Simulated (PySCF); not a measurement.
## Diatomic cations of As with group 13

CCSD(T) with double-zeta basis sets in PySCF, for the lowest determinant that a PBE0 search found; no spin–orbit coupling. De refers to high-spin ground-configuration atoms (the charge goes to the atom of lower measured ionisation energy or higher electron affinity, which is not always the lowest computed limit).

```csv
M,basis,"reference, frozen orbitals",charged atom,state (unpaired electrons),Re (Å),ωe (cm⁻¹),De (eV)
B,jorge-DZP-DKH,"UHF, 10",B+,"quartet (σ ↑, π ↑↑)",1.979,582,2.11
Al,pcseg-1,"ROHF, 14",Al+,"quartet (σ ↑, π ↑↑)",2.832,121,0.34
Tl,def2-SVP,"UHF, 13",Tl+,"quartet (σ ↑, π ↑↑)",3.389,57.6,n/a
```

The shortest bond is that of BAs⁺ (1.979 Å), the longest that of TlAs⁺ (3.389 Å).

The rows differ in basis set, which adds steps of its own.

Down a group the atoms grow and get heavier, so bonds lengthen and wavenumbers fall; this series shows no clear exception.

Correlated steps freeze the inner cores (10 to 14 orbitals); shallow outer-core shells are correlated. UHF and ROHF references stand side by side, which adds small steps between rows. Weak bonds: AlAs⁺. Basis-set superposition, not corrected here, can be much of De in a small basis, most of all at correlated wavefunction levels. These are scalar-relativistic numbers at best; spin–orbit coupling would shift them, the dissociation energy most. For an ion De counts to the pair picked by the measured ionisation energies or electron affinities, which need not be the lowest pair at this level. States were picked by a PBE0 search and need not be the measured ground states.
